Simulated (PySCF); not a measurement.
## Nuclear quadrupole coupling in `C[C@]1(C[SiH2]F)CN[SiH2]N1`

C₄H₁₃FN₂Si₂.
Geometry (GFN2-xTB, Å), atoms numbered from 1 in this order:
```
atom  x, y, z in Å
C1     0.2952   -1.7337   -1.0817
C2    -0.0670   -0.4825   -0.2722
C3    -1.5668   -0.4751    0.0442
Si4   -2.1111    0.9123    1.2236
F5    -2.8526    2.0298    0.3154
C6     0.3471    0.7768   -1.0479
N7     1.7465    0.9972   -0.7673
Si8    2.1838    0.4196    0.7917
N9     0.6965   -0.4256    0.9615
H10    1.3392   -1.6787   -1.3792
H11   -0.3258   -1.8119   -1.9713
H12    0.1506   -2.6286   -0.4782
H13   -2.1197   -0.3950   -0.8944
H14   -1.8235   -1.4448    0.4763
H15   -3.1562    0.4415    2.1271
H16   -1.0567    1.6438    1.8998
H17   -0.2709    1.6261   -0.7235
H18    0.1938    0.6378   -2.1235
H19    2.1164    1.8366   -1.1796
H20    3.4171   -0.3573    0.6355
H21    2.2697    1.3725    1.9035
H22    0.5841   -1.2415    1.5393
```

Field gradients from the PBE0/pcSseg-1 density (PySCF, non-relativistic), principal values in atomic units, ordered |Vxx| ≤ |Vyy| ≤ |Vzz|:

```json
{"atom": "N7", "Vxx": "0.3270", "Vyy": "0.7420", "Vzz": "-1.0690"}
{"atom": "N9", "Vxx": "0.3044", "Vyy": "0.7310", "Vzz": "-1.0354"}
```

Task: Find the asymmetry η = (Vxx − Vyy)/Vzz and the couplings χ = eQV/h (234.96 MHz × Q in barn × V in au), with Q(14N) = 0.02044 b.

Result: 
```tsv
atom	environment	nucleus	η	χzz (MHz)	χxx (MHz)	χyy (MHz)
N7	silicon-bound nitrogen	14N	0.39	-5.13	1.57	3.56
N9	silicon-bound nitrogen	14N	0.41	-4.973	1.462	3.511
```

The tensor is traceless: Vxx + Vyy + Vzz = 0.

Task: What is Vzz at N9 in SI units (1 au = 9.71736 × 10²¹ V/m²)?

Result: -1.0354 au = -10.062 × 10²¹ V/m².

Task: And the gradient at the other heavy atoms, for which no coupling is worked out here?

Result: 
| atom | environment | Vzz (au) | η |
| --- | --- | --- | --- |
| C1 | methyl carbon | 0.047 | 0.68 |
| C2 | sp3 carbon bound to nitrogen | 0.198 | 0.18 |
| C3 | sp3 carbon bound to silicon | -0.065 | 0.60 |
| Si4 | fluorine-bound silicon | 0.828 | 0.20 |
| F5 | silicon-bound fluorine | 1.274 | 0.05 |
| C6 | sp3 carbon bound to nitrogen | 0.211 | 0.28 |
| Si8 | SiH2 silicon | 0.460 | 0.10 |

Task: What couplings would deuterons (Q(2H) = 0.00286 b) have in place of the hydrogens, at this geometry?

Result: 
```tsv
atom	bonded to	bond length (Å)	Vzz (au)	η	χzz (kHz)
H10	C1	1.087	0.3133	0.01	211
H11	C1	1.088	0.3151	0.02	212
H12	C1	1.089	0.3141	0.02	211
H13	C3	1.092	0.3090	0.03	208
H14	C3	1.092	0.3096	0.03	208
H15	Si4	1.459	0.1620	0.02	109
H16	Si4	1.451	0.1696	0.05	114
H17	C6	1.099	0.2849	0.05	191
H18	C6	1.095	0.2945	0.03	198
H19	N7	1.006	0.4312	0.17	290
H20	Si8	1.466	0.1580	0.03	106
H21	Si8	1.467	0.1570	0.03	106
H22	N9	1.006	0.4306	0.17	289
```

Geometry: GFN2-xTB, one conformer, isolated molecule. GFN2-xTB bond lengths can be off by several hundredths of an ångström, more for odd bonds, and the gradients follow them. With so small a basis the couplings can be 20 % off.
